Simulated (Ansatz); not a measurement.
**A basis-limit estimate, worked out**

An elementary step of SiH3SF3, singlet (SiHF₃ ([F][SiH]([F])[F]) + H₂S → SiHSF₃ ([F][Si]([F])([F])[SH]) + H₂; Si–H, H–S broken or loosened, Si–S, H–H formed or tightened). “Start” and “end” are the PBE0-D4/def2-TZVP structures reached by relaxing down either side of its saddle point, with the molecules still in contact.

Computed with Ansatz 0.2.0 (basis: def2-TZVPP and def2-QZVPP); correlated methods freeze the cores.

Energies in eV:

| quantity | end | start |
| --- | --- | --- |
| Hartree–Fock, triple zeta (X = 3) | -26855.22047 | -26855.13619 |
| Hartree–Fock, quadruple zeta (X = 4) | -26856.20751 | -26856.11712 |
| MP2 correlation, X = 3 | -28.97653 | -28.77541 |
| MP2 correlation, X = 4 | -31.71703 | -31.49448 |
| CCSD(T) correlation, X = 3 | -30.63312 | -30.49753 |

**Question.** Work out the step energy at the basis limit: extrapolate Hartree–Fock as E(X) = E∞ + A exp(−7.88 √X) and the MP2 correlation as E(X) = E∞ + B X^−2.97 (the exponents that Neese and Valeev fitted for def2-TZVPP and QZVPP), then add CCSD(T) − MP2 in triple zeta.

**Answer.** Each step is linear, so take the differences first (end − start): Hartree–Fock -0.08428 (X = 3) and -0.09039 (X = 4); MP2 correlation -0.20112 and -0.22255; CCSD(T) correlation -0.13559.
Two points give E∞ = E(4) + w [E(4) − E(3)], with w = 1/(exp(7.88 (2 − √3)) − 1) = 0.1377 for Hartree–Fock and w = 1/((4/3)^2.97 − 1) = 0.7407 for the correlation.
Hartree–Fock: -0.09039 + 0.1377 × (-0.00611) = -0.0912 eV.
MP2 correlation: -0.22255 + 0.7407 × (-0.02143) = -0.2384 eV.
CCSD(T) − MP2: -0.13559 − (-0.20112) = 0.0655 eV.
Sum: -0.0912 + (-0.2384) + 0.0655 = -0.2641 eV, or -6.09 kcal/mol. Plain CCSD(T) in triple zeta gives -0.2199 eV, so the larger basis shifts the result by -0.0442 eV.

The T1 diagnostic stays at or below 0.013.

Labels in which every atom is bracketed show which atoms are joined, not bond orders.

For scale, one of the runs: CCSD(T)/def2-TZVPP, 219 basis functions (an equivalent command: `ansatz run in.yaml --threads 4`). The run took 82 s on 4 CPU threads (shared host), with 3.4 GiB of host memory at its peak.
